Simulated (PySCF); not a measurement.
Method: B3LYP-D3(BJ)/def2-TZVP (PySCF). All species are isolated molecules in the gas phase. B3LYP has the VWN-RPA correlation part, as in Gaussian. Excitations are Tamm–Dancoff values on a coarser integration grid. The basis has no diffuse functions, so Rydberg states are missing or too high.

Reference species (SMILES): `C=[C+]C` (not the most basic site) (charge +1, multiplicity 1).

```json
{
  "S1 oscillator strength": "0.001",
  "HOMO–LUMO gap": "5.24 eV",
  "S1 excitation (TDA)": "3.44 eV"
}
```

Changed species: `C=C[CH2+]` (proton added at C2; the reference has proton added at C1).

Question: What does the change do to the S1 oscillator strength, HOMO–LUMO gap and S1 excitation (TDA)?

Answer: the S1 oscillator strength hardly moves; the HOMO–LUMO gap hardly moves; the S1 excitation (TDA) goes up by 1.62 eV, to 5.06 eV.
